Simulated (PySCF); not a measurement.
## TlN: from constants to spectrum

ROHF-CCSD(T) constants of TlN, ³Σ⁻ (triplet), unpaired electrons π ↑↑ (Tl aug-cc-pVDZ-PP with ECP60, N aug-cc-pVDZ; scalar-relativistic core potentials (PySCF 2.14); masses 204.9744 and 14.0031 u):

- ωe: 382.5 cm⁻¹
- ωexe: 2.68 cm⁻¹
- Be: 0.23251 cm⁻¹
- αe: 0.00203 cm⁻¹
- De to Tl + N: 1.30 eV

What force constant and bond length do these constants imply?

Reduced mass μred = 13.108 u; k = 5.8918×10⁻⁷·μred·ωe² (u, cm⁻¹, mdyn/Å) = 1.13 mdyn/Å; Re = √(16.8576/(μred·Be)) (u, cm⁻¹, Å) = 2.352 Å.

Estimate the centrifugal constant D from the Kratzer relation and find the Dunham coefficient a1.

D = 4Be³/ωe² = 3.44e-07 cm⁻¹; a1 = −1 − αeωe/(6Be²) = -3.39.

Correlated steps freeze 5 core orbitals. Correlated levels converge slowly with the basis: in double zeta they bind strong bonds too weakly, by up to about 1 eV, and carry superposition errors of some tenths. These are scalar-relativistic numbers at best; spin–orbit coupling would shift them, the dissociation energy most. The state is the lowest determinant that a PBE0 search found; another state may lie lower at other levels.
